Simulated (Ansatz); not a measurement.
The lowest singlet and triplet of OSi (SMILES O=[Si]); geometries from B3LYP-D3(BJ)/def2-TZVP, each state relaxed from the structure named, with no frequency check.
Singlet (charge 0, multiplicity 1):
```xyz
2

O      0.000     0.000    -0.963
Si     0.000     0.000     0.550
```

```csv
level,"gap E(singlet) − E(triplet), vertical, at the singlet's geometry (kJ/mol)",cost
U-HF/cc-pV(Q+d)Z,-295.5,-
R-PBE/def2-TZVPP,-380.9,×1
U-r2SCAN/def2-TZVPP,-370.1,×2
R-B3LYP/def2-TZVPP,-396.3,×0.7
R-PBE0/def2-TZVPP,-381.1,×0.4
R-BHLYP/def2-TZVPP,-395.1,×0.9
R-wB97X-V/def2-TZVPP,-409.6,×2
U-wB97M-V/def2-TZVPP,-428.9,×2
U-B2PLYP/def2-TZVPP,-406.0,×3
R-SCS-MP2/cc-pV(D+d)Z,-502.5,-
U-CCSD/cc-pV(T+d)Z,-455.8,-
R-CCSD/cc-pV(Q+d)Z,-458.6,-
R-CCSD(T)/cc-pV(D+d)Z,-477.9,×1
U-CCSD(T)/cc-pV(D+d)Z,-477.9,×1
U-CCSD(T)/cc-pV(Q+d)Z,-481.7,×8
R-CCSDT/cc-pV(D+d)Z,-464.5,-
"SC-NEVPT2 on SA-CASSCF(10,8)/cc-pV(T+d)Z",-403.1,-
"FIC-NEVPT4(SD) on SA-CASSCF(10,8)/cc-pV(Q+d)Z",-403.9,-
"FIC-MRCISD+Q on SA-CASSCF(10,8)/cc-pV(T+d)Z",-409.7,-
"FIC-MRCISD+Q on SA-CASSCF(10,8)/cc-pV(Q+d)Z",-407.5,-
```

The rows run from -502.5 (R-SCS-MP2/cc-pV(D+d)Z) to -295.5 kJ/mol (U-HF/cc-pV(Q+d)Z). From cc-pV(D+d)Z to cc-pV(Q+d)Z U-CCSD(T) changes by -3.8. The 3 U-functionals in def2-TZVPP without D3 or D4 span 58.8, from U-wB97M-V to U-r2SCAN.

A positive gap puts the triplet lower; no zero-point energy. R- takes a restricted singlet. U- takes an unrestricted singlet (broken symmetry where lower, unprojected). The triplet is unrestricted in single-reference levels. Active spaces average the two states. CCSD(T) and the multireference levels part by over 6 kcal/mol here: they may describe different states of a spin, or one family misses.

Frozen-core correlation.

Doubts at one or more of the structures used: other coupled-cluster roots lie near (R-CCSDT/cc-pV(D+d)Z); the program's own flag: lower state (R-CCSDT/cc-pV(D+d)Z).

Programs: Ansatz (a quantum-chemistry and plane-wave program) with Gaussian orbitals. Values without a source in brackets are computed.

Costs are rough ratios of core time to R-PBE/def2-TZVPP (about 5 s over the structures, on one shared machine); a dash marks a level with no comparable run of its own.
